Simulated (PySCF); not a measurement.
C2H11NSi4.
Cartesian coordinates in Å at the PBE0-D3(BJ)/def2-SVP level; atoms count from 1:
```
atom  x, y, z in Å
N1    -5.064   -0.560    0.221
C2    -3.922   -0.408    0.343
C3    -2.497   -0.185    0.458
Si4   -1.839    1.039   -0.861
Si5    0.472    1.244   -0.525
Si6    1.441   -0.892   -0.629
Si7    3.753   -0.738   -0.280
H8    -1.962   -1.144    0.355
H9    -2.263    0.210    1.460
H10   -2.111    0.466   -2.213
H11   -2.566    2.335   -0.715
H12    0.733    1.829    0.830
H13    1.084    2.139   -1.555
H14    1.140   -1.506   -1.961
H15    0.813   -1.753    0.426
H16    4.002   -0.155    1.074
H17    4.343    0.169   -1.311
H18    4.413   -2.077   -0.367
```

Hirshfeld charges (e) from the PBE0/pcSseg-1 density (PySCF), one withheld:

```json
{"atom": "N1", "bonded to": "C2", "charge": "-0.2348"}
{"atom": "C2", "bonded to": "N1 C3", "charge": "+0.0751"}
{"atom": "C3", "bonded to": "C2 Si4 H8 H9", "charge": "?"}
{"atom": "Si4", "bonded to": "C3 Si5 H10 H11", "charge": "+0.2653"}
{"atom": "Si5", "bonded to": "Si4 Si6 H12 H13", "charge": "+0.1452"}
{"atom": "Si6", "bonded to": "Si5 Si7 H14 H15", "charge": "+0.1447"}
{"atom": "Si7", "bonded to": "Si6 H16 H17 H18", "charge": "+0.2177"}
{"atom": "H8", "bonded to": "C3", "charge": "+0.0632"}
{"atom": "H9", "bonded to": "C3", "charge": "+0.0670"}
{"atom": "H10", "bonded to": "Si4", "charge": "-0.0666"}
{"atom": "H11", "bonded to": "Si4", "charge": "-0.0653"}
{"atom": "H12", "bonded to": "Si5", "charge": "-0.0704"}
{"atom": "H13", "bonded to": "Si5", "charge": "-0.0655"}
{"atom": "H14", "bonded to": "Si6", "charge": "-0.0695"}
{"atom": "H15", "bonded to": "Si6", "charge": "-0.0717"}
{"atom": "H16", "bonded to": "Si7", "charge": "-0.0697"}
{"atom": "H17", "bonded to": "Si7", "charge": "-0.0694"}
{"atom": "H18", "bonded to": "Si7", "charge": "-0.0674"}
```

**Question.** What is the charge on C3?

**Answer.** The charges add up to the total charge, 0. The others sum to +0.1279, which leaves -0.1279 e for C3 (sp3 carbon bound to silicon); the computed value is -0.1275, the difference coming from rounding and the integration grid.

**Question.** Add each hydrogen's charge to the atom that carries it.

**Answer.** C3 +0.0027, Si4 +0.1334, Si5 +0.0093, Si6 +0.0035, Si7 +0.0112. Atoms without hydrogen keep their charges.

**Question.** Across which bond do the charges differ most?

**Answer.** Si4–C3: +0.2653 on Si4 against -0.1275 on C3, a difference of 0.3928 e. The lower charge is on the more electronegative element of the two (Pauling values: C 2.55, Si 1.90).

**Question.** Take the bonds between elements whose Pauling electronegativities differ by more than 0.25. In how many does the more electronegative atom carry the lower charge?

**Answer.** In 13 of 13.

**Question.** How much positive and how much negative charge does this set hold in all?

**Answer.** +0.9782 e on 7 atoms and -0.9778 e on 11.

The Hirshfeld scheme weights the molecular density at each point by an atom's share of the summed free-atom densities. One conformer (not necessarily the lowest) at the PBE0-D3(BJ)/def2-SVP geometry, without solvent, vibrations or thermal averaging.

These values come from a run that also computed NMR shieldings. On an Arm Neoverse V2 with one thread (shared host), this took 35 s and 1.1 GiB of memory at its peak.
